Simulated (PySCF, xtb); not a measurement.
(3R)-1-fluoro-3-methylcyclobutene (C₅H₇F), SMILES C[C@H]1C=C(F)C1.

GFN2-xTB (xtb) at its own geometry gives an orbital gap of 5.12 eV and a dipole moment of 2.39 D.

Geometry: B3LYP-D3(BJ)/def2-SVP.

Q: What does PBE/def2-TZVP in PySCF give? (The exact figures need the calculation; the answer reports its results.)

A: gap 5.42 eV (levels -5.88 and -0.46 eV), dipole 1.44 D.
